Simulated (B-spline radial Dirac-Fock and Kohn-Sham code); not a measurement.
## Photoemission from Ca at Ag Lα (2984.4 eV), detector at θ = 30°, φ = 0°

System: the Ca atom, configuration [Ar] 4s2. Method: Dirac-Hartree-Slater photoionisation with a Latter tail; cross sections with all multipoles, angular parameters from the dipole term and its interference with E2. Computed with an atomic code on a B-spline grid. Thresholds are tabulated edges, those marked * orbital energies of the model. For linearly polarised light dσ/dΩ = σ/(4π) [1 + β P₂(cos θ) + (δ + γ cos²θ) sin θ cos φ], with θ from the polarisation vector and φ the angle between the beam and the projection of the electron momentum on the plane normal to the polarisation. The dipole factor is 1 + βP₂ and the non-dipole term is the rest of the bracket. Open shells are filled statistically over j.

Input file task.json (cfg lists n, l and occupation; rrms is the nuclear radius in fm):

```json
{"items": [{
  "Z": 20,
  "q": 0,
  "cfg": [[1, 0, 2], [2, 0, 2], [2, 1, 6], [3, 0, 2], [3, 1, 6], [4, 0, 2]],
  "A": 40,
  "rrms": 3.4776,
  "do": "xps",
  "hv": [57.5, 73.9, 80, 90.0, 97.7, 100, 124.0, 154.0, 200, 250.0, 253.0, 264.0, 300, 400, 477.0, 511.0, 621.0, 685.0, 764.0, 919.0, 1700.0, 2610.0, 2984.4, 3960.0, 4550.0, 5090.0, 5414.7, 7990.0, 8320.0, 9251.7],
  "edges": {"K": 4038.5, "L1": 438.4, "L2": 349.7, "L3": 346.2}
}]}
```

Launch: `python xray2_run.py task.json out`

| subshell | threshold (eV) | σ (kb) | β | γ | δ | dipole factor | non-dipole term | dσ/dΩ (kb/sr) |
| --- | --- | --- | --- | --- | --- | --- | --- | --- |
| 2s | 438.4 | 8.03 | 2.00 | 0.54 | 0.000 | 2.250 | +0.201 | 1.57 |
| 2p1/2 | 349.7 | 2.69 | 1.05 | 0.82 | 0.084 | 1.659 | +0.350 | 0.429 |
| 2p3/2 | 346.2 | 5.17 | 1.06 | 0.83 | 0.083 | 1.660 | +0.352 | 0.828 |
| 3s | 52.36* | 1.05 | 2.00 | 0.60 | 0.000 | 2.250 | +0.226 | 0.207 |
| 3p1/2 | 33.22* | 0.292 | 1.00 | 0.82 | 0.083 | 1.626 | +0.348 | 0.0459 |
| 3p3/2 | 32.80* | 0.562 | 1.00 | 0.82 | 0.083 | 1.627 | +0.349 | 0.0884 |
| 4s | 5.23* | 0.0732 | 2.00 | 0.61 | 0.000 | 2.250 | +0.230 | 0.0144 |
